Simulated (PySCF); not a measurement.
C3H9OSi, doublet, at a GFN2-xTB geometry of the parent state (the spin is typed, not shown lowest); HF/STO-3G (PySCF).

Here is a job for PySCF.
```python
from pyscf import gto, scf

mol = gto.M(
    atom='''
C    -0.59511125    1.47704196   -0.91929580
Si    0.04681583    0.06294566    0.22966440
C     1.54044299   -0.63845232   -0.77480910
C    -1.29351204   -1.30673132   -0.01396323
O     0.34393828    0.46243812    1.68725803
H    -0.79483225    1.16009724   -1.94158935
H    -1.51677633    1.89790222   -0.52136093
H     0.13130142    2.28653779   -0.96382848
H     1.93975327   -1.52615906   -0.28750007
H     1.29532093   -0.91042244   -1.80017438
H     2.34590608    0.09273565   -0.81399341
H    -1.47838531   -1.56449408   -1.05550380
H    -2.24102937   -0.98891617    0.41748374
H    -0.99910443   -2.21917530    0.50150953
''',
    basis='sto-3g',
    spin=1,
    verbose=4,
)

mf = scf.UHF(mol)
mf.kernel()
```

What does PySCF print? Leave out banner, timings and long lists.


```
PySCF version 2.14.0

[INPUT] verbose = 4
[INPUT] num. atoms = 14
[INPUT] num. electrons = 49
[INPUT] charge = 0
[INPUT] spin (= nelec alpha-beta = 2S) = 1
[INPUT] symmetry False subgroup None
[INPUT] Mole.unit = angstrom
[INPUT] Symbol           X                Y                Z      unit          X                Y                Z       unit  Magmom
[INPUT]  1 C     -0.595111250000   1.477041960000  -0.919295800000 AA   -1.124597276148   2.791204778891  -1.737217289463 Bohr   0.0
[INPUT]  2 Si     0.046815830000   0.062945660000   0.229664400000 AA    0.088469096994   0.118950058130   0.434002816563 Bohr   0.0
[INPUT]  3 C      1.540442990000  -0.638452320000  -0.774809100000 AA    2.911015361606  -1.206500028393  -1.464176997821 Bohr   0.0
[INPUT]  4 C     -1.293512040000  -1.306731320000  -0.013963230000 AA   -2.444383494427  -2.469364313191  -0.026386680514 Bohr   0.0
[INPUT]  5 O      0.343938280000   0.462438120000   1.687258030000 AA    0.649949152954   0.873881396359   3.188455578173 Bohr   0.0
[INPUT]  6 H     -0.794832250000   1.160097240000  -1.941589350000 AA   -1.502015267472   2.192266061464  -3.669072117872 Bohr   0.0
[INPUT]  7 H     -1.516776330000   1.897902220000  -0.521360930000 AA   -2.866291855923   3.586515407004  -0.985229369749 Bohr   0.0
[INPUT]  8 H      0.131301420000   2.286537790000  -0.963828480000 AA    0.248123723566   4.320930196568  -1.821371858256 Bohr   0.0
[INPUT]  9 H      1.939753270000  -1.526159060000  -0.287500070000 AA    3.665602429530  -2.884022645924  -0.543296393093 Bohr   0.0
[INPUT] 10 H      1.295320930000  -0.910422440000  -1.800174380000 AA    2.447801801117  -1.720449069258  -3.401836554659 Bohr   0.0
[INPUT] 11 H      2.345906080000   0.092735650000  -0.813993410000 AA    4.433120005152   0.175244980484  -1.538224612101 Bohr   0.0
[INPUT] 12 H     -1.478385310000  -1.564494080000  -1.055503800000 AA   -2.793743342480  -2.956465334703  -1.994613105438 Bohr   0.0
[INPUT] 13 H     -2.241029370000  -0.988916170000   0.417483740000 AA   -4.234931746407  -1.868780721454   0.788929930059 Bohr   0.0
[INPUT] 14 H     -0.999104430000  -2.219175300000   0.501509530000 AA   -1.888033742540  -4.193633539400   0.947715660559 Bohr   0.0

nuclear repulsion = 239.125635461365
number of shells = 26
number of NR pGTOs = 114
number of NR cGTOs = 38
basis = sto-3g
ecp = {}

******** <class 'pyscf.scf.uhf.UHF'> ********
method = UHF
initial guess = minao
damping factor = 0
level_shift factor = 0
DIIS = <class 'pyscf.scf.diis.CDIIS'>
diis_start_cycle = 1
diis_space = 8
diis_damp = 0
SCF conv_tol = 1e-09
SCF conv_tol_grad = None
SCF max_cycles = 50
direct_scf = True
direct_scf_tol = 1e-13
number electrons alpha = 25  beta = 24
Set gradient conv threshold to 3.16228e-05
init E= -476.981851113724

cycle= 1 E= -476.489252670067  delta_E= 0.493  |g|= 0.482  |ddm|= 2.97
cycle= 2 E= -476.614239208331  delta_E= -0.125  |g|= 0.65  |ddm|= 1.62
cycle= 3 E= -476.861649944013  delta_E= -0.247  |g|= 0.187  |ddm|= 0.737
cycle= 4 E= -476.908340717525  delta_E= -0.0467  |g|= 0.0697  |ddm|= 0.367
cycle= 5 E= -476.917790208024  delta_E= -0.00945  |g|= 0.0145  |ddm|= 0.221
cycle= 6 E= -476.918097360769  delta_E= -0.000307  |g|= 0.0106  |ddm|= 0.0367
cycle= 7 E= -476.918355491622  delta_E= -0.000258  |g|= 0.00399  |ddm|= 0.0423
cycle= 8 E= -476.918393358044  delta_E= -3.79e-05  |g|= 0.00136  |ddm|= 0.0203
cycle= 9 E= -476.918396688599  delta_E= -3.33e-06  |g|= 0.00052  |ddm|= 0.00456
cycle= 10 E= -476.91839735073  delta_E= -6.62e-07  |g|= 0.000204  |ddm|= 0.00207
cycle= 11 E= -476.918397441196  delta_E= -9.05e-08  |g|= 7.5e-05  |ddm|= 0.000821
cycle= 12 E= -476.918397456245  delta_E= -1.5e-08  |g|= 4.99e-05  |ddm|= 0.000253
cycle= 13 E= -476.91839746507  delta_E= -8.83e-09  |g|= 3.72e-05  |ddm|= 0.000158
cycle= 14 E= -476.918397475418  delta_E= -1.03e-08  |g|= 1.65e-05  |ddm|= 0.0003
cycle= 15 E= -476.918397477422  delta_E= -2e-09  |g|= 5.61e-06  |ddm|= 0.000163
cycle= 16 E= -476.918397477537  delta_E= -1.15e-10  |g|= 2.93e-06  |ddm|= 3.19e-05
Extra cycle  E= -476.91839747755  delta_E= -1.33e-11  |g|= 2.14e-06  |ddm|= 5.35e-06
converged SCF energy = -476.91839747755  <S^2> = 0.75524056  2S+1 = 2.0052337
```
